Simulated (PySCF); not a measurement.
**`CCC[PH2+]CP(C)CCC`, [C8H21P2]+, charge +1**

Geometry:
```json
{"atom": "C1", "x (Å)": "2.349", "y (Å)": "2.150", "z (Å)": "-0.824"}
{"atom": "C2", "x (Å)": "3.074", "y (Å)": "0.824", "z (Å)": "-0.998"}
{"atom": "C3", "x (Å)": "2.782", "y (Å)": "-0.143", "z (Å)": "0.154"}
{"atom": "P4", "x (Å)": "1.004", "y (Å)": "-0.431", "z (Å)": "0.397"}
{"atom": "C5", "x (Å)": "0.192", "y (Å)": "-1.032", "z (Å)": "-1.090"}
{"atom": "P6", "x (Å)": "-1.621", "y (Å)": "-1.657", "z (Å)": "-0.999"}
{"atom": "C7", "x (Å)": "-1.301", "y (Å)": "-3.184", "z (Å)": "-0.016"}
{"atom": "C8", "x (Å)": "-2.201", "y (Å)": "-0.561", "z (Å)": "0.386"}
{"atom": "C9", "x (Å)": "-2.320", "y (Å)": "0.900", "z (Å)": "-0.040"}
{"atom": "C10", "x (Å)": "-2.743", "y (Å)": "1.787", "z (Å)": "1.124"}
{"atom": "H11", "x (Å)": "2.598", "y (Å)": "2.605", "z (Å)": "0.133"}
{"atom": "H12", "x (Å)": "2.636", "y (Å)": "2.842", "z (Å)": "-1.610"}
{"atom": "H13", "x (Å)": "1.266", "y (Å)": "2.014", "z (Å)": "-0.879"}
{"atom": "H14", "x (Å)": "2.790", "y (Å)": "0.369", "z (Å)": "-1.950"}
{"atom": "H15", "x (Å)": "4.150", "y (Å)": "0.997", "z (Å)": "-1.031"}
{"atom": "H16", "x (Å)": "3.178", "y (Å)": "0.253", "z (Å)": "1.096"}
{"atom": "H17", "x (Å)": "3.251", "y (Å)": "-1.116", "z (Å)": "-0.028"}
{"atom": "H18", "x (Å)": "0.424", "y (Å)": "0.700", "z (Å)": "0.909"}
{"atom": "H19", "x (Å)": "0.910", "y (Å)": "-1.358", "z (Å)": "1.411"}
{"atom": "H20", "x (Å)": "0.232", "y (Å)": "-0.226", "z (Å)": "-1.831"}
{"atom": "H21", "x (Å)": "0.804", "y (Å)": "-1.856", "z (Å)": "-1.477"}
{"atom": "H22", "x (Å)": "-0.776", "y (Å)": "-3.909", "z (Å)": "-0.634"}
{"atom": "H23", "x (Å)": "-2.263", "y (Å)": "-3.616", "z (Å)": "0.253"}
{"atom": "H24", "x (Å)": "-0.733", "y (Å)": "-2.997", "z (Å)": "0.896"}
{"atom": "H25", "x (Å)": "-3.187", "y (Å)": "-0.927", "z (Å)": "0.684"}
{"atom": "H26", "x (Å)": "-1.538", "y (Å)": "-0.664", "z (Å)": "1.258"}
{"atom": "H27", "x (Å)": "-1.363", "y (Å)": "1.257", "z (Å)": "-0.441"}
{"atom": "H28", "x (Å)": "-3.052", "y (Å)": "0.978", "z (Å)": "-0.845"}
{"atom": "H29", "x (Å)": "-2.794", "y (Å)": "2.826", "z (Å)": "0.812"}
{"atom": "H30", "x (Å)": "-3.724", "y (Å)": "1.494", "z (Å)": "1.488"}
{"atom": "H31", "x (Å)": "-2.037", "y (Å)": "1.711", "z (Å)": "1.950"}
```

Total charge +1.

Computed with GIAO CAM-B3LYP/pcSseg-1 magnetisability, rotational g tensor and spin-rotation constants, non-relativistic, gas phase (PySCF 2.14.0). Geometry: GFN2-xTB.

For an ion the centre-of-mass motion in the field is neglected.

**Question.** How diamagnetic is it, and how anisotropic?

**Answer.** Isotropic -2246 × 10⁻³⁰ J/T², or -135.3 × 10⁻⁶ cm³/mol; principal values -2284, -2251, -2205 × 10⁻³⁰ J/T², anisotropy 69 × 10⁻³⁰ J/T² (root of half the summed squared differences of the principal values). The susceptibility is in cgs units.

**Question.** Split it along the inertial axes a, b, c into diamagnetic and paramagnetic parts about the centre of mass, with the quadrupole moment.

**Answer.** 
```csv
axis,χ (10⁻⁶ cm³/mol),diamagnetic (10⁻⁶ cm³/mol),paramagnetic (10⁻⁶ cm³/mol),summed x² of all electrons (Å²),quadrupole Θ (D Å)
a,-135.2,-1324.3,1189.0,468.0,+17.93
b,-137.5,-2300.6,2163.0,237.9,-4.12
c,-133.1,-2994.7,2861.6,74.3,-13.81
```
Anisotropies 2χaa − χbb − χcc = +0.1 and 2χbb − χaa − χcc = -6.7 × 10⁻⁶ cm³/mol. Θ is traceless in Buckingham's convention.

**Question.** And the rotational g tensor?

**Answer.** 
```tsv
axis	rotational constant (GHz)	g	nuclear part	electronic part
a	1.0976	+0.0035	0.6166	-0.6131
b	0.5716	+0.0059	0.5867	-0.5808
c	0.4358	+0.0048	0.5906	-0.5858
```
Asymmetric top; isotopes 12C, 1H, 31P; no vibrational averaging.
